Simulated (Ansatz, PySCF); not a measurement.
CH6BNO (SMILES CNBO), singlet, geometry from GFN2-xTB, with bond 7-4 at 1.8 times its length. Base run: CASSCF(2,2)/STO-3G (PySCF).

Input for PySCF:
```python
from pyscf import gto, scf, mcscf
import numpy

mol = gto.Mole()
mol.atom = '''
    B     0.131417   -0.022721    1.024112
    H     0.320667   -0.516528    2.068896
    N     0.083926   -0.839862   -0.115697
    C    -0.133164   -0.468260   -1.495896
    H     0.213927   -1.832676   -0.007553
    H    -1.026745   -0.956453   -1.898159
    H     1.406250   -0.977929   -2.615724
    H    -0.269910    0.609423   -1.578541
    O    -0.027990    1.318213    1.006722
    H    -0.181664    1.704136    0.144296
'''
mol.basis = 'sto-3g'
mol.charge = 0
mol.spin = 0
mol.verbose = 3
mol.build()

mf = scf.RHF(mol)
mf.kernel()
mc = mcscf.CASSCF(mf, 2, 2)
mc.fix_spin_(ss=0.0)
mc.kernel()
occ = numpy.linalg.eigvalsh(mc.fcisolver.make_rdm1(mc.ci, mc.ncas, mc.nelecas))[::-1]
ss = mc.fcisolver.spin_square(mc.ci, mc.ncas, mc.nelecas)[0]
print('natural occupations', occ.round(4), ' <S^2>', round(ss, 4))
```

Programs used: Ansatz (a quantum-chemistry and plane-wave program), PySCF; a row that names a program was run with it.

Variants of this job, named by their change:

```json
[
 {"change": "base", "ΔE vs base (mEh)": "0.000", "natural occupations": "1.71 0.29", "<S^2> of the state": "0.00", "outcome": "converged"},
 {"change": "code = ansatz", "ΔE vs base (mEh)": "0.012", "natural occupations": "-", "<S^2> of the state": "-", "outcome": "converged"},
 {"change": "active space = 8 electrons, 8 orbitals", "ΔE vs base (mEh)": "-", "natural occupations": "-", "<S^2> of the state": "-", "outcome": "not converged"},
 {"change": "code = ansatz; correction = SC-NEVPT2, all electrons", "ΔE vs base (mEh)": "-169.6", "natural occupations": "-", "<S^2> of the state": "-", "outcome": "converged"},
 {"change": "orbitals = fixed (CASCI)", "ΔE vs base (mEh)": "47.109", "natural occupations": "1.86 0.14", "<S^2> of the state": "0.00", "outcome": "converged"},
 {"change": "active space = 8 electrons, 7 orbitals", "ΔE vs base (mEh)": "-37.182", "natural occupations": "2.00 1.99 1.98 1.71 0.29 0.02 0.01", "<S^2> of the state": "0.00", "outcome": "converged"},
 {"change": "active space = 4 electrons, 4 orbitals", "ΔE vs base (mEh)": "-8.688", "natural occupations": "1.99 1.71 0.29 0.01", "<S^2> of the state": "0.00", "outcome": "converged"},
 {"change": "conv_tol = 1e-5", "ΔE vs base (mEh)": "0.000", "natural occupations": "1.71 0.29", "<S^2> of the state": "0.00", "outcome": "converged"},
 {"change": "state_average = 2 states", "ΔE vs base (mEh)": "99.935", "natural occupations": "-", "<S^2> of the state": "-", "outcome": "converged"},
 {"change": "active space = 6 electrons, 8 orbitals", "ΔE vs base (mEh)": "-36.691", "natural occupations": "1.99 1.98 1.71 0.29 0.02 0.01 0.00 0.00", "<S^2> of the state": "0.00", "outcome": "converged"},
 {"change": "orbitals = fixed (CASCI); correction = SC-NEVPT2", "ΔE vs base (mEh)": "-166.9", "natural occupations": "1.86 0.14", "<S^2> of the state": "0.00", "outcome": "converged"}
]
```

Active orbitals are taken around the Fermi level unless the row says otherwise; CASSCF can end in different local minima, and two programs can end on different orbitals. State-averaged rows give the lowest state.
